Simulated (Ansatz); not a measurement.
Program: Ansatz. Geometries: PBE0-D4/def2-TZVP. ΔE: electronic, gas phase. CCSD(T)/CBS adds triple-zeta CCSD(T) − MP2 to the extrapolated MP2 energy (def2 sets, frozen cores). This one scheme is used for every species. DFT in def2-TZVPP. B3LYP here is the variant with VWN-RPA as its local correlation; programs differ in this. One conformer a species, not always the lowest.

Reaction (substitution at a C–C bond): `C=COCCC` + `OBF` → `CCOBF` + `C=COC`

```tsv
level	ΔE (kcal/mol)	difference from CCSD(T)/CBS
PBE-D4	11.6	-1.4
r2SCAN-D4	11.8	-1.2
PBE0-D4	12.3	-0.7
B3LYP-D4	10.8	-2.2
ωB97X-V	11.5	-1.5
ωB97M-V	12.1	-0.9
B2PLYP	11.4	-1.6
PBE	11.2	-1.8
r2SCAN	11.6	-1.4
PBE0	11.9	-1.1
B3LYP	10.2	-2.8
HF/def2-TZVPP	10.2	-2.8
MP2/def2-TZVPP	13.8	0.8
SCS-MP2/def2-TZVPP	12.5	-0.5
CCSD/def2-TZVPP	12.4	-0.6
CCSD(T)/def2-TZVPP	12.6	-0.4
HF/def2-QZVPP	10.1	-2.9
MP2/def2-QZVPP	14.0	1.0
SCS-MP2/def2-QZVPP	12.7	-0.3
HF/CBS(def2)	10.1	-2.9
MP2/CBS(def2)	14.2	1.2
CCSD/CBS(def2)	12.9	-0.1
CCSD(T)/CBS	13.0	0
```

Largest T1 diagnostic among the species: 0.013.

In def2-TZVPP, CCSD(T) changes the Hartree–Fock value by +2.4 kcal/mol (the triples alone add +0.1 kcal/mol) and MP2 by +3.6 kcal/mol. From PBE to PBE0 (25 % exact exchange), in def2-TZVPP and without D4, ΔE moves by +0.7 kcal/mol.
